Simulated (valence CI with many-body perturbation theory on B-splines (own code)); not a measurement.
**E1 transitions of Ti**

Computed by relativistic CI+MBPT: four valence electrons over a frozen Dirac-Fock core [Ar], radial functions for each j: 7 s, 7 p, 8 d, 6 f, 4 g, 1 h, with the one-electron correlation potential Σ1, the two-electron term Σ2, the three-electron term Σ3, Breit, model QED; selected CI, second order for the rest, scaled by the run's own slope (own B-spline code, finite nucleus).

Set against measurement, 74 paired levels are off by 268 cm⁻¹ on average, the worst by 483. These come from a selection out of the NIST Handbook of Basic Atomic Spectroscopic Data. Levels without a partner in it may be off by more, other configurations by 1,000 to 4,000 cm⁻¹. Among the levels kept, up to 820 cm⁻¹ of a level comes from second order outside the variational space, and about a tenth of that is noise between levels of different J, which matters for small intervals. 3 measured levels below the end of the list, from 27355 cm⁻¹ on, found no clear computed partner, and computed levels of the same name lie up to 117 cm⁻¹ from them.

Lines 301 to 350 of 529 in falling wavelength, among levels below 31432 cm⁻¹, chosen from the strongest by gf and those to the six lowest levels. Wavelengths and rates use the calculated energies, so an error of 300 cm⁻¹ moves a line at 535.3 nm by 1.6 % and its rate by three times that or more. Electric multipoles are in the length gauge, E1 and E2 with the static RPA response of the core. Weak lines are less certain than strong ones. Lines between different terms over intervals too small for the method are left out, as are lines whose strength nearly cancels and 12 of this kind that miss the measured wavelength by over 7 %. Where a level lies close to another of its J and parity, the split of strength between their lines is uncertain. The highest levels of a list are the least certain.

Names give the largest LS component (configuration and term), which can be under half, so a name can repeat, a term be missing and a line seem to break the LS rules; names also repeat where a configuration has a term twice. Letters in brackets count levels of one name in rising energy.

```tsv
λ vac (nm)	λ from measured levels	Upper	Lower	A (s⁻¹)	log gf	Branch %
535.3	525.2	3d2 4s 4p 5D°_2 [b]	3d3 4s 5F_3	1.92e+05	-2.38	28.6
534.8	524.8	3d2 4s 4p 5D°_3 [b]	3d3 4s 5F_4	2.30e+05	-2.16	16.2
534.2	524.1	3d2 4s 4p 5D°_1 [b]	3d3 4s 5F_1	8.72e+04	-2.95	20.8
534.2	524.0	3d2 4s 4p 5D°_4 [b]	3d3 4s 5F_5	2.93e+05	-1.95	11.7
533.9	522.1	3d2 4s 4p 3F°_2 [a]	3d2 4s2 3F_3	2.71e+05	-2.24	5.9
533.5	523.5	3d2 4s 4p 5D°_2 [b]	3d3 4s 5F_2	8.81e+04	-2.73	13.1
532.8	521.2	3d2 4s 4p 3F°_4 [a]	3d2 4s2 3F_4	3.88e+06	-0.83	87.3
532.5	522.6	3d2 4s 4p 5D°_3 [b]	3d3 4s 5F_3	7.73e+04	-2.64	5.4
532.5		3d2 4s 4p 3D°_2 [b]	3d2 4s2 3P_2	1.62e+05	-2.46	1.6
531.4		3d2 4s 4p 3D°_3 [b]	3d2 4s2 3P_2	5.39e+05	-1.80	7.0
531.1	519.4	3d2 4s 4p 3F°_3 [a]	3d2 4s2 3F_3	3.77e+06	-0.95	82.8
531.1		3d2 4s 4p 3D°_1 [b]	3d2 4s2 3P_1	2.77e+05	-2.45	2.1
529.4		3d2 4s 4p 3D°_2 [b]	3d2 4s2 3P_1	4.71e+05	-2.00	4.6
529.2		3d2 4s 4p 3D°_1 [b]	3d2 4s2 3P_0	4.38e+05	-2.26	3.4
529.1	517.5	3d2 4s 4p 3F°_2 [a]	3d2 4s2 3F_2	4.09e+06	-1.07	88.6
528.2		3d2 4s 4p 3D°_3 [c]	3d2 4s2 1G_4	3.46e+05	-1.99	1.7
526.9	515.4	3d2 4s 4p 3F°_4 [a]	3d2 4s2 3F_3	2.85e+05	-1.97	6.4
526.3	514.9	3d2 4s 4p 3F°_3 [a]	3d2 4s2 3F_2	3.74e+05	-1.96	8.2
523.7		3d2 4s 4p 3D°_3 [c]	3d3 4s 3F_4 [a]	9.60e+06	-0.56	47.2
522.8		3d2 4s 4p 5P°_3	3d2 4s2 3P_2	2.22e+05	-2.20	4.7
520.4		3d2 4s 4p 3D°_2 [c]	3d3 4s 3F_3 [a]	9.18e+06	-0.73	45.7
520.1		3d2 4s 4p 3D°_3 [c]	3d3 4s 3F_3 [a]	9.97e+05	-1.55	4.9
518.1	506.6	3d2 4s 4p 3D°_3 [a]	3d2 4s2 3F_4	3.97e+06	-0.95	83.3
517.9		3d2 4s 4p 3H°_4	3d2 4s2 1G_4	8.55e+04	-2.51	0.1
517.6		3d2 4s 4p 3D°_1 [c]	3d3 4s 3F_2 [a]	1.02e+07	-0.91	50.9
517.5		3d2 4s 4p 3D°_2 [c]	3d3 4s 3F_2 [a]	1.28e+06	-1.59	6.4
515.8	504.7	3d3 4p 5G°_4	3d3 4s 5F_5	3.53e+05	-1.90	0.5
515.8	504.1	3d2 4s 4p 3D°_2 [a]	3d2 4s2 3F_3	4.10e+06	-1.09	80.7
515.5	504.5	3d3 4p 5G°_3	3d3 4s 5F_4	8.29e+05	-1.64	1.2
515.2	504.2	3d3 4p 5G°_2	3d3 4s 5F_3	1.01e+06	-1.70	1.4
513.6		3d2 4s 4p 3H°_4	3d3 4s 3F_4 [a]	1.46e+06	-1.29	1.6
513.6	502.6	3d3 4p 5G°_2	3d3 4s 5F_2	1.51e+07	-0.53	21.3
513.4	502.4	3d3 4p 5G°_3	3d3 4s 5F_3	1.58e+07	-0.36	22.2
513.2	502.1	3d3 4p 5G°_4	3d3 4s 5F_4	1.26e+07	-0.35	17.7
513.1	501.6	3d2 4s 4p 3D°_1 [a]	3d2 4s2 3F_2	4.83e+06	-1.24	89.4
512.7	501.8	3d3 4p 5G°_5	3d3 4s 5F_5	7.24e+06	-0.50	10.0
512.7		3d3 4p 3G°_3 [b]	3d3 4s 3F_3 [a]	3.75e+06	-0.99	2.3
512.5	501.1	3d2 4s 4p 3D°_3 [a]	3d2 4s2 3F_3	2.11e+05	-2.24	4.4
512.5	501.6	3d3 4p 5G°_2	3d3 4s 5F_1	5.45e+07	0.03	77.1
511.8	500.9	3d3 4p 5G°_3	3d3 4s 5F_2	5.43e+07	0.17	76.5
511.2	499.8	3d2 4s 4p 3D°_2 [a]	3d2 4s2 3F_2	4.03e+05	-2.10	7.9
511.1	500.1	3d3 4p 5G°_4	3d3 4s 5F_3	5.84e+07	0.31	81.7
510.2		3d2 4s 4p 3H°_4	3d3 4s 3F_3 [a]	2.31e+07	-0.09	25.5
510.2	499.2	3d3 4p 5G°_5	3d3 4s 5F_4	6.50e+07	0.45	89.9
509.9		3d3 4p 3G°_3 [b]	3d3 4s 3F_2 [a]	4.28e+07	0.07	26.5
509.3	498.3	3d3 4p 5G°_6	3d3 4s 5F_5	7.26e+07	0.56	100.0
508.2		3d2 4s 4p 1D°_2 [b]	3d2 4s2 1D_2	1.74e+07	-0.47	96.6
508.1	496.9	3d2 4s 4p 3D°_3 [a]	3d2 4s2 3F_2	3.81e+03	-3.99	0.1
501.5		3d2 4s 4p 3D°_2 [b]	3d2 4s2 1D_2	2.01e+05	-2.42	1.9
500.9	494.9	3d2 4s 4p 3F°_2 [c]	3d3 4s 5F_2	2.27e+04	-3.37	0.0
```
